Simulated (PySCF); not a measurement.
methylammonium (CH6N), SMILES C[NH3+], charge +1.

The structure is a stationary point at PBE0-D3(BJ)/def2-TZVP.

Method: PBE0-D3(BJ)/def2-TZVP (PySCF 2.14.0).

No scaling factor is applied to the harmonic values.

Modes within 1.5 cm⁻¹ of each other (mostly degenerate sets) share a row, with their intensities summed.

Computed normal modes with their intensities:
| mode | ν (cm⁻¹) | IR (km/mol) | Raman (Å⁴/amu) | depolarisation | moving atoms (share of kinetic energy) |
|---|---|---|---|---|---|
| 1 | 301 | 0.0 | 0.0 | – | H 100 % |
| 2–3 | 915 | 49.0 | 0.1 | – | H 95 % |
| 4 | 970 | 6.1 | 7.0 | 0.20 | C 48 %, N 38 %, H 14 % |
| 5–6 | 1281 | 8.0 | 2.2 | 0.75 | H 69 %, C 18 %, N 13 % |
| 7 | 1463 | 3.2 | 0.7 | 0.65 | H 87 %, C 12 % |
| 8–9 | 1494 | 51.9 | 12.6 | 0.75 | H 97 % |
| 10 | 1531 | 112.9 | 1.8 | 0.60 | H 85 %, N 15 % |
| 11–12 | 1669 | 85.8 | 10.7 | 0.75 | H 97 % |
| 13 | 3101 | 0.0 | 108.4 | 0.01 | H 98 % |
| 14–15 | 3207 | 2.5 | 73.6 | 0.75 | H 90 %, C 10 % |
| 16 | 3425 | 47.5 | 74.1 | 0.00 | H 98 % |
| 17–18 | 3502 | 248.9 | 51.5 | 0.75 | H 92 %, N 8 % |
